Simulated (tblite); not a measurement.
Compound: C4H4F2NOSe (doublet state).
SMILES with atom numbers: `[CH3:1][Se@:2](=[O:3])[C:4]([C:5]#[N:6])[CH:7]([F:8])[F:9]` (hydrogens: H10, H11, H12 on C1; H13 on C7)
Bond orders are those of one Lewis drawing.

Computed with GFN2-xTB (tblite), gas phase: L-BFGS steps from a force-field or distance-geometry start until the largest atomic force falls under 0.01 eV/Å.

Step 39: E = -818.8950 eV
```
atom  x, y, z in Å  |  force x, y, z in eV/Å
C1      2.2232   -0.0330   -0.0558   -0.033  -0.009  -0.026
Se2     0.6732    0.4038   -1.1942    0.067  -0.003   0.030
O3      0.5407    1.9886   -1.1034   -0.058  -0.014  -0.031
C4     -0.6796   -0.2870   -0.0334    0.016   0.010   0.001
C5     -0.6002   -1.5603    0.4603    0.011   0.033  -0.017
N6     -0.4679   -2.6125    0.9246   -0.006  -0.014  -0.014
C7     -1.9616    0.4752   -0.1134   -0.014   0.008  -0.015
F8     -2.6734    0.0916   -1.2126    0.001  -0.023  -0.003
F9     -2.7530    0.2565    0.9530   -0.013   0.004   0.006
H10     3.1047    0.3182   -0.5906   -0.009  -0.016   0.038
H11     2.1045    0.5086    0.8821    0.012  -0.014  -0.041
H12     2.2575   -1.1069    0.0977    0.021   0.012   0.025
H13    -1.7724    1.5576   -0.2110    0.006   0.027   0.047
```

Step 40: E = -818.8956 eV
```
atom  x, y, z in Å  |  force x, y, z in eV/Å
C1      2.2201   -0.0311   -0.0533   -0.030  -0.014  -0.023
Se2     0.6744    0.4012   -1.1978    0.058  -0.005  -0.001
O3      0.5346    1.9859   -1.1151   -0.049  -0.016  -0.019
C4     -0.6773   -0.2904   -0.0386   -0.021   0.022   0.017
C5     -0.5974   -1.5625    0.4578    0.019   0.019  -0.015
N6     -0.4624   -2.6138    0.9235   -0.011  -0.001  -0.019
C7     -1.9579    0.4756   -0.1116   -0.025   0.014  -0.016
F8     -2.6735    0.1032   -1.2119    0.006  -0.037  -0.013
F9     -2.7497    0.2519    0.9539    0.001   0.005   0.005
H10     3.1045    0.3141   -0.5874   -0.014  -0.010   0.052
H11     2.0977    0.5125    0.8832    0.025  -0.008  -0.049
H12     2.2496   -1.1046    0.1039    0.026   0.010   0.026
H13    -1.7670    1.5584   -0.2032    0.014   0.022   0.056
```

Q: Estimate the geometry and energy of step 41. (The exact step hangs on the optimiser's Hessian estimate; all steps are aligned on step 40, rigid shifts and turns removed.)

A: E = -818.8963 eV, largest force 0.067 eV/Å
```
atom  x, y, z in Å  |  force x, y, z in eV/Å
C1      2.2158   -0.0295   -0.0515   -0.014  -0.018  -0.008
Se2     0.6765    0.3980   -1.2019    0.019  -0.011  -0.039
O3      0.5289    1.9822   -1.1281   -0.035  -0.010  -0.008
C4     -0.6743   -0.2923   -0.0422   -0.044   0.032   0.026
C5     -0.5939   -1.5638    0.4554    0.012   0.054  -0.037
N6     -0.4581   -2.6151    0.9199   -0.006  -0.045   0.003
C7     -1.9541    0.4763   -0.1093   -0.023   0.018  -0.002
F8     -2.6712    0.1132   -1.2107    0.001  -0.046  -0.033
F9     -2.7464    0.2470    0.9550    0.013   0.005   0.005
H10     3.1036    0.3099   -0.5831   -0.006  -0.001   0.054
H11     2.0893    0.5169    0.8825    0.036   0.004  -0.041
H12     2.2417   -1.1020    0.1112    0.027  -0.002   0.024
H13    -1.7620    1.5597   -0.1938    0.019   0.018   0.058
```

The energy changes by -0.0007 eV. The first-order estimate −F·Δx gives -0.0009 eV and the mean of the old and new forces, exact on a quadratic surface, -0.0007 eV. The step makes an angle of 79° with the force vector and moves no atom by more than 0.015 Å.

What follows is the cost of the whole relaxation. The run took 0.41 s of wall time on an Arm Neoverse V2 with one thread, shared host.
